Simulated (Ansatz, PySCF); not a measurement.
C2H6ClGe, SMILES [CH3][Ge]([Cl])[CH3] (connectivity only; charge and spin as stated), charge +1, multiplicity 1. Atoms are numbered in the order given.

```xyz
10

C     -1.5696    -1.3421     0.2771
Ge     0.0432    -0.3136     0.0797
C      1.8738    -0.8542     0.3123
Cl    -0.2336     1.6963    -0.4706
H     -1.4238    -2.1146     1.0474
H     -1.7646    -1.8320    -0.6940
H     -2.4078    -0.6747     0.5225
H      2.5198    -0.2635    -0.3531
H      2.1455    -0.6408     1.3619
H      1.9713    -1.9336     0.1233
```
Charge +1, spin multiplicity 1.

Geometry: B3LYP-D3(BJ)/def2-SVP. The spin state was assumed, not searched. The isomer is the one that the SMILES or the coordinates give; other isomers of the formula were not compared.

Two levels are set side by side: PBE-D3(BJ)/def2-SVP (Ansatz, an electronic-structure program) and B3LYP-D3(BJ)/def2-SVP (Ansatz). Each level has its own optimised geometry; the coordinates shown are those of the second. Frequencies come from the Hessian of PySCF at each geometry. Differences are taken from unrounded values.

| quantity | B3LYP-D3(BJ) | PBE-D3(BJ) | PBE-D3(BJ) minus B3LYP-D3(BJ) |
|---|---|---|---|
| mean bond length (Å) | 1.395 | 1.401 | 0.006 |
| bond C1–Ge2 (Å) | 1.923 | 1.922 | -0.001 |
| bond Ge2–C3 (Å) | 1.923 | 1.922 | -0.001 |
| bond Ge2–Cl4 (Å) | 2.102 | 2.108 | 0.006 |
| bond C1–H5 (Å) | 1.101 | 1.108 | 0.008 |
| bond C1–H6 (Å) | 1.105 | 1.113 | 0.008 |
| bond C1–H7 (Å) | 1.099 | 1.107 | 0.008 |
| bond C3–H8 (Å) | 1.100 | 1.107 | 0.008 |
| bond C3–H9 (Å) | 1.105 | 1.113 | 0.008 |
| bond C3–H10 (Å) | 1.100 | 1.108 | 0.008 |
| highest harmonic wavenumber (cm⁻¹) | 3175 | 3122 | -53 |
| mean harmonic wavenumber (cm⁻¹) | 1341 | 1307 | -34 |
| zero-point energy (kcal/mol) | 46.01 | 44.84 | -1.16 |

Exact exchange shortens and stiffens bonds; PBE has none. Differences between two approximate levels are no errors against the true value.
